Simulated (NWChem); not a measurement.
A series in which one site is exchanged, each optimised at PBE0/def2-SVP with NWChem, gas phase unless a solvent is named. All stand in one matching conformer (torsions within 35°), which need not be the lowest. For some, no frequency run checked for a minimum. def2 effective core potentials on In; no spin-orbit coupling.

A: [InH]([NH2])[Cl] (InNH3Cl; site = In)
B: NBCl (BNH3Cl; site = B)
C: [Cl][AlH][NH2] (AlNH$_{3}$Cl; site = Al)
D: [GaH]([Cl])[NH2] (GaNH₃Cl; site = Ga)

| quantity | A | B | C | D |
|---|---|---|---|---|
| dipole (D), PBE0/def2-SVP | 3.18 | [?] | 2.42 | 2.72 |
| orbital gap (eV), PBE0/def2-SVP | 6.19 | [?] | 7.36 | 7.07 |
| static polarisability, PBE0/def2-SVPD (bohr³) | 59.7 | [?] | 49.2 | 51.3 |

### Question
Some entries are withheld; supply them.

### Answer

- dipole (D), PBE0/def2-SVP, B: 2.82
- orbital gap (eV), PBE0/def2-SVP, B: 8.78
- static polarisability, PBE0/def2-SVPD (bohr³), B: 38.4
